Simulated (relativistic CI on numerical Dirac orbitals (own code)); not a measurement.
Sensitivity of the levels of Bi XV to α and to the nuclear radius

These numbers are calculated, not measured: Dirac-Coulomb-Breit CI, separate exchange-only KLI orbitals for each configuration, derivatives by finite differences, unscaled Slater integrals, QED left out (own radial code, finite nucleus).

Configuration list (outside the closed core [Kr] 4d10 4f14): 5s2 5p6 5d, 5s2 5p6 5f, 5s2 5p5 5d2, 5s2 5p6 6s, 5s2 5p6 6p, 5s 5p6 5d2, 5s2 5p5 5d 5f. Double excitations out of closed p, d and f shells are left out; levels of such configurations are missing from the list, as are those of other unlisted configurations, and high levels can miss mixing partners.

With x = (α/α₀)² − 1 an excitation energy changes as ω = ω₀ + qx; K = 2q/ω₀ is the relative enhancement. Terms are leading LS components, so labels can repeat. The field-shift factor is F = δν/δ⟨r²⟩ for the transition from the lowest level.

Lowest level 5s2 5p6 5d 2D_3/2.

```tsv
Level	ω₀ (cm⁻¹)	q (cm⁻¹)	F (GHz/fm²)
5s2 5p6 5d 2D_5/2	36503	35860	2.82
5s2 5p6 6s 2S_1/2	504216	-142900	381
5s2 5p5 5d2 4D°_1/2	546021	25300	16.3
5s2 5p5 5d2 4D°_3/2	548536	22200	16.5
5s2 5p5 5d2 4F°_5/2	560958	24340	17
5s2 5p5 5d2 4G°_7/2	570712	21770	16.7
5s2 5p5 5d2 4D°_5/2	578740	50570	18.8
5s2 5p5 5d2 4D°_7/2	589077	57060	19
5s2 5p5 5d2 4G°_9/2	591221	54280	19.4
5s2 5p5 5d2 4P°_3/2	591548	30330	16.7
5s2 5p5 5d2 2D°_3/2	598217	54330	18.7
5s2 5p5 5d2 4P°_5/2	599052	56390	19.4
5s2 5p5 5d2 4G°_11/2	602940	61690	20.3
5s2 5p5 5d2 2G°_7/2	609765	53460	19.5
5s2 5p5 5d2 4P°_1/2	615490	57150	18.7
5s2 5p5 5d2 2F°_7/2	623805	57080	20.1
5s2 5p5 5d2 2D°_5/2	625081	58840	20.1
5s2 5p5 5d2 4F°_9/2	630406	66430	20.6
5s2 5p5 5d2 2D°_3/2	631131	56260	19.2
5s2 5p5 5d2 2H°_11/2	634810	80180	22
5s2 5p5 5d2 2D°_5/2	637738	80190	21.4
5s2 5p5 5d2 2F°_7/2	640127	78340	22.2
5s2 5p5 5d2 2F°_5/2	643641	53580	21.2
```

At this charge energies of transitions that change n are usually good to better than 1 %, and those within a shell (Δn = 0) to a few per cent. Levels and lines within the n = 5 or 6 shells can be off by up to 10 % or somewhat more, and those that change n by about 2 %, since core polarisation is missing.

(1) Which transition from the lowest level has the largest |K|?

Results:

(1) 5s2 5p6 5d 2D_5/2 at 36503 cm⁻¹, K = 1.96.
